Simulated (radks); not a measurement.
The chlorine anion Cl-, [Ar], held by a Watson sphere: a shell of charge +1 at radius R that stands for the Madelung well of a crystal (potential energy -1/R inside, -1/r outside, in hartree with lengths in bohr). Method: scalar-relativistic Kohn-Sham, r2SCAN, spin-polarised, spherical densities, finite nucleus; meta-GGA in the generalised Kohn-Sham scheme; Fermi nuclear charge, rms radius of each element as measured or else 0.836 A^(1/3) + 0.57 fm; computed with a radial shooting solver on a logarithmic mesh with Libxc functionals.

| R (bohr) | e(2p) (eV) | e(3s) (eV) | e(3p) (eV) | <r> 3p (bohr) | sum of <r^2> (bohr^2) | X-ray form factor at sin(theta)/lambda = 0.1 1/angstrom |
|---|---|---|---|---|---|---|
| 3.05 | -191.86 | -19.841 | -7.700 | 1.961 | 35.65 | 15.782 |
| 3.11 | -191.79 | -19.742 | -7.606 | 1.965 | 35.79 | 15.776 |
| 3.19 | -191.70 | -19.613 | -7.481 | 1.970 | 35.97 | 15.768 |
| 3.63 | -191.19 | -18.954 | -6.838 | 1.992 | 36.81 | 15.736 |
| 3.72 | -191.09 | -18.829 | -6.715 | 1.995 | 36.95 | 15.731 |
| 3.94 | -190.84 | -18.539 | -6.426 | 2.003 | 37.27 | 15.720 |
| 4.41 | -190.34 | -17.981 | -5.867 | 2.016 | 37.82 | 15.702 |
| 4.43 | -190.32 | -17.959 | -5.845 | 2.016 | 37.84 | 15.701 |
| 4.46 | -190.29 | -17.926 | -5.812 | 2.017 | 37.86 | 15.700 |
